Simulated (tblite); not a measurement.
Compound: C5H6F2N2.
Atom-mapped SMILES: `[H]/[N:9]=[CH:8]/[C@H:6]([CH2:5][C@@H:3]([C:2]#[N:1])[F:4])[F:7]` (hydrogens: H10 on C3; H11, H12 on C5; H13 on C6; H14 on C8; H15 on N9)

Computed with GFN2-xTB (tblite), gas phase: nudged elastic band of 9 images (0 to 8), spring 0.2 eV/Å², climbing image at the end, force threshold 0.05 eV/Å. No saddle search or frequency run followed, so the top image need not be a first-order saddle, and its height can exceed the method's true barrier by a kcal/mol or more.

The band describes a rotation about C3–C5 (sp3 C–F carbon, chain CH2 carbon), followed by the dihedral C2–C3–C5–C6, from the optimised start (173°) to a second optimised geometry at -56°.

Question: Give the energy profile along the converged band.

Answer: 
```
image  dihedral (°)  E (eV)  C3–C5 (Å)  C2···C6 (Å)  largest true force (eV/Å)
    0           173   0.000      1.531         3.80                       0.01
    1          -171   0.022      1.532         3.80                       0.04
    2          -155   0.082      1.538         3.77                       0.06
    3          -138   0.151      1.545         3.70                       0.05
    4          -122   0.194      1.548         3.59                       0.04
    5          -105   0.196      1.545         3.45                       0.04
    6           -88   0.164      1.540         3.28                       0.05
    7           -71   0.121      1.534         3.10                       0.04
    8           -56   0.088      1.531         2.97                       0.01
```

Barriers of this band. The top is image 5 at -105°: 0.196 eV forward and 0.108 eV back; the end lies 0.088 eV above the start. The central bond is 0.014 Å longer at the top than at the start.

Other torsions move too; by image: C3–C5–C6–F7 (-68, -67, -67, -68, -69, -71, -72, -71, -83°).

Question: What rate follows at 200 K for crossing this barrier forward?

Answer: Taking the electronic barrier for the free energy of activation (no zero-point or entropy terms, transmission 1), rate = (kT/h)·exp(−ΔE/kT) ≈ 5 × 10^7 s⁻¹, whose inverse is 2 × 10^-8 s. An error of 1 kcal/mol in the barrier changes this by a factor of 12, and the method and the loose band can each miss by that much or more.

Question: How would the two end points share their population at 200 K, from these energies alone?

Answer: exp(−ΔE/kT) with ΔE = 0.088 eV gives 0.0061 for the higher one (end) against 1 for the lower, without vibrational, rotational or degeneracy terms.

What follows is the cost of the whole band run. The run took about 13 s of CPU time (one thread, shared machine).
